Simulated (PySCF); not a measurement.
## C₆ coefficients of unlike pairs at PBE

Calculated with PySCF 2.14 from the dipole response of each species, C₆(A,B) = (3/π) ∫ α_A(iu) α_B(iu) du, in atomic units, from isotropic polarisabilities. For ions this is the dispersion term alone; charge-induced terms of lower order in 1/R come first.

| species | configuration | basis | relativity | α (bohr³) | C₆ (like pair) |
| --- | --- | --- | --- | --- | --- |
| Mn(2+) | [Ar] 3d5 (6S) | x2c-QZVPPall with one added diffuse shell each of s, p, d, f, g type (12s8p6d5f3g) | spin-free X2C | 4.201 | 12.38 |
| Ne(2+) | [He] 2s2 2p4 (3P) | aug-cc-pVQZ (6s5p4d3f2g) | none | 0.8729 | 1.110 |
| Cl | [Ne] 3s2 3p5 (2P) | aug-cc-pV(5+d)Z (8s7p6d4f3g2h) | none | 15.73 | 100.1 |
| Mg | [Ne] 3s2 (1S) | aug-cc-pCVQZ (10s9p7d5f3g) | none | 74.17 | 661.1 |

Problem. Estimate C₆ for Cl with Ne(2+).

Solution. The integral gives 8.837. The combination rule 2 C_A C_B / (C_A α_B/α_A + C_B α_A/α_B) gives 8.697 and the geometric mean 10.54.

No spin-orbit coupling is included.

The other pairs:

```csv
pair,C₆
"Mg, Mn(2+)",63.68
"Mg, Ne(2+)",14.87
"Ne(2+), Mn(2+)",3.591
"Cl, Mn(2+)",33.34
"Mg, Cl",217.1
```
